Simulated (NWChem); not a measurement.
System: CH$_{4}$GeO, singlet; SMILES [CH3][Ge][OH]

Output (shortened):

```
             Northwest Computational Chemistry Package (NWChem) 7.3.0
             --------------------------------------------------------

 C1  symmetry detected

                             Geometry "geometry" -> ""
                             -------------------------

 Output coordinates in angstroms (scale by  1.889725989 to convert to a.u.)

  No.       Tag          Charge          X              Y              Z
 ---- ---------------- ---------- -------------- -------------- --------------
    1 Ge                  32.0000     0.46464394     0.08488119     0.00011237
    2 C                    6.0000    -0.69540975    -1.55228086     0.00036182
    3 H                    1.0000    -0.49436141    -2.14733873    -0.90053900
    4 H                    1.0000    -1.75489668    -1.28207853     0.03020687
    5 H                    1.0000    -0.45121848    -2.18344757     0.86492688
    6 O                    8.0000    -0.92659762     1.25578168     0.00023065
    7 H                    1.0000    -0.58289014     2.16409846    -0.00220671

 Effective nuclear repulsion energy (a.u.)     180.1185482505

                                 NWChem DFT Module
                                 -----------------

 Summary of "ao basis" -> "ao basis" (spherical)
 ------------------------------------------------------------------------------
       Tag                 Description            Shells   Functions and Types
 ---------------- ------------------------------  ------  ---------------------
 Ge                         def2-svp                12       32   5s4p3d
 C                          def2-svp                 6       14   3s2p1d
 H                          def2-svp                 3        5   2s1p
 O                          def2-svp                 6       14   3s2p1d

            General Information
            -------------------
          SCF calculation type: DFT
          Wavefunction type:  closed shell.
          No. of atoms     :     7
          No. of electrons :    50
           Alpha electrons :    25
            Beta electrons :    25
          Charge           :     0
          Spin multiplicity:     1
          Use of symmetry is: off; symmetry adaption is: off
          Maximum number of iterations: 150
          AO basis - number of functions:    80
                     number of shells:    36
          Convergence on energy requested:  1.00D-06
          Convergence on density requested:  1.00D-05
          Convergence on gradient requested:  5.00D-04

              XC Information
              --------------
                         SCAN Method XC Functional
                  SCAN metaGGA Exchange Functional  1.000
                        SCAN Correlation Potential  1.000

             Grid Information
             ----------------
          Grid used for XC integration:  coarse
          Radial quadrature: Mura-Knowles
          Angular quadrature: Lebedev.
          Tag              B.-S. Rad. Rad. Pts. Rad. Cut. Ang. Pts.
          ---              ---------- --------- --------- ---------
          Ge                  1.25       95           8.0       302
          C                   0.70       35          10.0       302
          H                   0.35       35          11.0       302
          O                   0.60       35          10.0       302
          Grid pruning is: on
          Number of quadrature shells:   305
          Spatial weights used:  Erf1

      Superposition of Atomic Density Guess
      -------------------------------------

 Sum of atomic energies:       -2189.35657080

      Non-variational initial energy
      ------------------------------

 Total energy =   -2190.226014
 1-e energy   =   -3408.697868
 2-e energy   =    1038.353306
 HOMO         =      -0.236325
 LUMO         =      -0.039873

     ---------------------------------------------
      Total Density - Mulliken Population Analysis
     ---------------------------------------------

    Atom       Charge   Shell Charges
 -----------   ------   -------------------------------------------------------
    1 Ge  32    31.13   2.00  2.00  2.00  1.30  0.60  6.00  5.98  0.66  0.50  8.15  1.80  0.15
    2 C    6     6.69   1.99  0.98  0.29  2.14  1.28  0.01
    3 H    1     0.87   0.65  0.19  0.03
    4 H    1     0.88   0.66  0.20  0.03
    5 H    1     0.87   0.65  0.19  0.03
    6 O    8     8.89   1.99  1.12  0.67  3.08  2.02  0.00
    7 H    1     0.66   0.53  0.08  0.06

   convergence    iter        energy       DeltaE   RMS-Dens  Diis-err
 ---------------- ----- ----------------- --------- --------- ---------
 d= 0,ls=0.0,diis     1  -2192.4387544513 -2.37D+03  2.42D-02  6.33D-01
 d= 0,ls=0.0,diis     2  -2191.7487934815  6.90D-01  1.85D-02  6.13D+00
 d= 0,ls=0.0,diis     3  -2192.5116427941 -7.63D-01  4.09D-03  9.42D-02
 d= 0,ls=0.0,diis     4  -2192.5190409453 -7.40D-03  1.84D-03  2.80D-02
 d= 0,ls=0.0,diis     5  -2192.5227330711 -3.69D-03  3.50D-04  2.07D-03
  Resetting Diis
 d= 0,ls=0.0,diis     6  -2192.5229547089 -2.22D-04  7.14D-05  8.83D-05
 d= 0,ls=0.0,diis     7  -2192.5229607548 -6.05D-06  3.31D-05  1.63D-06
 d= 0,ls=0.0,diis     8  -2192.5229606560  9.88D-08  1.65D-05  3.25D-06
 d= 0,ls=0.0,diis     9  -2192.5229609413 -2.85D-07  5.77D-06  2.78D-07

         Total DFT energy =    -2192.522960941329
      One electron energy =    -3411.149519224535
           Coulomb energy =     1133.175499740655
    Exchange-Corr. energy =      -94.667489707921
 Nuclear repulsion energy =      180.118548250472

 Numeric. integr. density =       49.999988285983

                       DFT Final Molecular Orbital Analysis
                       ------------------------------------

 Vector   23  Occ=2.000000D+00  E=-3.053009D-01
              MO Center= -5.5D-01,  1.2D-01,  7.6D-04, r^2= 2.8D+00
   Bfn.  Coefficient  Atom+Function         Bfn.  Coefficient  Atom+Function
  ----- ------------  ---------------      ----- ------------  ---------------
    65      0.425205  6 O  px                68      0.300695  6 O  px
    13      0.263096  1 Ge py                37     -0.257167  2 C  py
    16      0.161640  1 Ge py                 4     -0.157082  1 Ge s
    10     -0.155640  1 Ge py                66     -0.151033  6 O  py
    40     -0.123736  2 C  py                36     -0.109225  2 C  px

 Vector   24  Occ=2.000000D+00  E=-2.909393D-01
              MO Center= -7.9D-01,  1.1D+00, -4.6D-04, r^2= 1.2D+00
   Bfn.  Coefficient  Atom+Function         Bfn.  Coefficient  Atom+Function
  ----- ------------  ---------------      ----- ------------  ---------------
    67      0.591742  6 O  pz                70      0.435898  6 O  pz
    17      0.146702  1 Ge pz                14      0.136984  1 Ge pz
    11     -0.080186  1 Ge pz                38     -0.068269  2 C  pz
    47      0.061330  3 H  s                 57     -0.058617  5 H  s
    48      0.049126  3 H  s                 58     -0.047854  5 H  s

 Vector   25  Occ=2.000000D+00  E=-2.030835D-01
              MO Center=  3.0D-01, -8.4D-02, -2.6D-04, r^2= 3.1D+00
   Bfn.  Coefficient  Atom+Function         Bfn.  Coefficient  Atom+Function
  ----- ------------  ---------------      ----- ------------  ---------------
     5      0.378832  1 Ge s                  4      0.339261  1 Ge s
    12      0.315191  1 Ge px                65     -0.253585  6 O  px
    37     -0.245780  2 C  py                35     -0.224328  2 C  s
    15      0.220618  1 Ge px                 3     -0.206894  1 Ge s
    68     -0.199904  6 O  px                36     -0.197285  2 C  px

 Vector   26  Occ=0.000000D+00  E=-9.399024D-02
              MO Center=  3.8D-01,  1.2D-01,  3.6D-04, r^2= 2.8D+00
   Bfn.  Coefficient  Atom+Function         Bfn.  Coefficient  Atom+Function
  ----- ------------  ---------------      ----- ------------  ---------------
    17      0.637956  1 Ge pz                14      0.497474  1 Ge pz
    11     -0.262422  1 Ge pz                67     -0.248748  6 O  pz
    70     -0.227557  6 O  pz                48      0.097916  3 H  s
    47      0.095980  3 H  s                 58     -0.092844  5 H  s
    57     -0.092368  5 H  s                  8      0.084680  1 Ge pz

 Vector   27  Occ=0.000000D+00  E= 9.512589D-03
              MO Center=  4.0D-01,  4.3D-01, -4.0D-04, r^2= 3.9D+00
   Bfn.  Coefficient  Atom+Function         Bfn.  Coefficient  Atom+Function
  ----- ------------  ---------------      ----- ------------  ---------------
    16      0.850152  1 Ge py                64     -0.537281  6 O  s
    35      0.450154  2 C  s                 15     -0.308959  1 Ge px
    13      0.280924  1 Ge py                68     -0.259544  6 O  px
    77      0.257372  7 H  s                 65     -0.245984  6 O  px
    53     -0.236598  4 H  s                 12     -0.160500  1 Ge px

 Vector   28  Occ=0.000000D+00  E= 6.755888D-02
              MO Center= -2.4D-01, -7.4D-01, -1.1D-02, r^2= 5.8D+00
   Bfn.  Coefficient  Atom+Function         Bfn.  Coefficient  Atom+Function
  ----- ------------  ---------------      ----- ------------  ---------------
    35      2.041433  2 C  s                  5     -0.787769  1 Ge s
    15      0.746849  1 Ge px                48     -0.728865  3 H  s
    58     -0.718335  5 H  s                 16      0.621189  1 Ge py
    64      0.434431  6 O  s                 53     -0.376645  4 H  s
    77     -0.351201  7 H  s                 34      0.259928  2 C  s

     ---------------------------------------------
      Total Density - Mulliken Population Analysis
     ---------------------------------------------

    Atom       Charge   Shell Charges
 -----------   ------   -------------------------------------------------------
    1 Ge  32    31.64   2.00  2.00  2.00  1.42  0.47  6.00  5.98  1.00  0.63  8.09  1.81  0.26
    2 C    6     6.32   1.99  0.89  0.28  2.08  1.07  0.02
    3 H    1     0.94   0.73  0.18  0.03
    4 H    1     0.93   0.72  0.18  0.03
    5 H    1     0.94   0.73  0.18  0.03
    6 O    8     8.42   1.99  1.10  0.69  2.82  1.81  0.01
    7 H    1     0.81   0.68  0.06  0.07

     -------------------------------------------
      Total Density - Lowdin Population Analysis
     -------------------------------------------

    Atom       Charge   Shell Charges
 -----------   ------   -------------------------------------------------------
    1 Ge  32    31.72   2.00  2.00  1.96  1.03  0.62  5.99  5.81  1.16  0.85  7.79  2.04  0.46
    2 C    6     6.26   1.97  0.60  0.34  1.86  1.44  0.05
    3 H    1     0.96   0.62  0.27  0.07
    4 H    1     0.97   0.63  0.27  0.07
    5 H    1     0.96   0.62  0.27  0.07
    6 O    8     8.20   1.97  0.92  0.62  2.67  2.01  0.01
    7 H    1     0.92   0.56  0.18  0.18

     Multipole analysis of the density
     ---------------------------------

     L   x y z        total         alpha         beta         nuclear
     -   - - -        -----         -----         ----         -------
     0   0 0 0     -0.000000    -25.000000    -25.000000     50.000000

     1   1 0 0      0.234164      0.117082      0.117082     -0.000000
     1   0 1 0      0.131271      0.065635      0.065635     -0.000000
     1   0 0 1     -0.002604     -0.001302     -0.001302      0.000000

     2   2 0 0    -25.310252    -49.341127    -49.341127     73.372002
     2   1 1 0      0.085867     -2.573433     -2.573433      5.232734
     2   1 0 1      0.007366      0.000740      0.000740      0.005887
     2   0 2 0    -19.446450    -86.518007    -86.518007    153.589565
     2   0 1 1      0.001513     -0.001009     -0.001009      0.003532
     2   0 0 2    -21.051791    -13.311304    -13.311304      5.570817

            General Information
            -------------------
          SCF calculation type: DFT
          Wavefunction type:  closed shell.
          No. of atoms     :     7
          No. of electrons :    50
           Alpha electrons :    25
            Beta electrons :    25
          Charge           :     0
          Spin multiplicity:     1
          Use of symmetry is: off; symmetry adaption is: off
          Maximum number of iterations: 150
          AO basis - number of functions:    80
                     number of shells:    36
          Convergence on energy requested:  1.00D-06
          Convergence on density requested:  1.00D-05
          Convergence on gradient requested:  5.00D-04

              XC Information
              --------------
                         SCAN Method XC Functional
                  SCAN metaGGA Exchange Functional  1.000
                        SCAN Correlation Potential  1.000

             Grid Information
             ----------------
          Grid used for XC integration:  coarse
          Radial quadrature: Mura-Knowles
          Angular quadrature: Lebedev.
          Tag              B.-S. Rad. Rad. Pts. Rad. Cut. Ang. Pts.
          ---              ---------- --------- --------- ---------
          Ge                  1.25       95           8.0       302
          C                   0.70       35          10.0       302
          H                   0.35       35          11.0       302
          O                   0.60       35          10.0       302
          Grid pruning is: on
          Number of quadrature shells:   305
          Spatial weights used:  Erf1

          Convergence Information
          -----------------------
          Convergence aids based upon iterative change in
          total energy or number of iterations.
          Levelshifting, if invoked, occurs when the
          HOMO/LUMO gap drops below (HL_TOL):  1.00D-02
          DIIS, if invoked, will attempt to extrapolate
          using up to (NFOCK): 10 stored Fock matrices.

                    Damping( 0%)  Levelshifting(0.5)       DIIS
                  --------------- ------------------- ---------------
          dE  on:    start            ASAP                start
          dE off:    2 iters        150 iters           150 iters

                            NWChem DFT Gradient Module
                            --------------------------

  charge          =   0.00
  wavefunction    = closed shell

                         DFT ENERGY GRADIENTS

    atom               coordinates                        gradient
                 x          y          z           x          y          z
   1 Ge      0.878050   0.160402   0.000212    0.008190   0.000488   0.000027
   2 C      -1.314134  -2.933385   0.000684   -0.004450  -0.007954  -0.000042
   3 H      -0.934208  -4.057882  -1.701772   -0.001101   0.001902   0.002552
   4 H      -3.316274  -2.422777   0.057083    0.003778  -0.001479  -0.000098
   5 H      -0.852679  -4.126118   1.634475   -0.001230   0.001957  -0.002432
   6 O      -1.751016   2.373083   0.000436   -0.006325   0.003746   0.000003
   7 H      -1.101503   4.089553  -0.004170    0.001138   0.001341  -0.000010
```

Level: SCAN/def2-SVP. Low-valent species are run as closed-shell singlets; no triplet was tried in these runs. Geometry: optimised at B3LYP/6-31G* (spherical d).

**Question.** Write an input that gives this output.

**Answer.** One answer among several that fit: the input that was run:
```
start job
memory heap 200 mb stack 700 mb global 900 mb
geometry units angstroms noautoz
  Ge     0.411075     0.111846     0.000062
  C     -0.650298    -1.590949     0.000928
  H     -0.414631    -2.173324    -0.899870
  H     -1.723884    -1.383762     0.030915
  H     -0.369113    -2.206382     0.865596
  O     -1.046869     1.198566     0.000172
  H     -0.757388     2.125590    -0.002549
end
basis spherical
  * library def2-svp
end
dft
  xc scan
  grid coarse
  iterations 150
  mulliken
end
task dft gradient
```
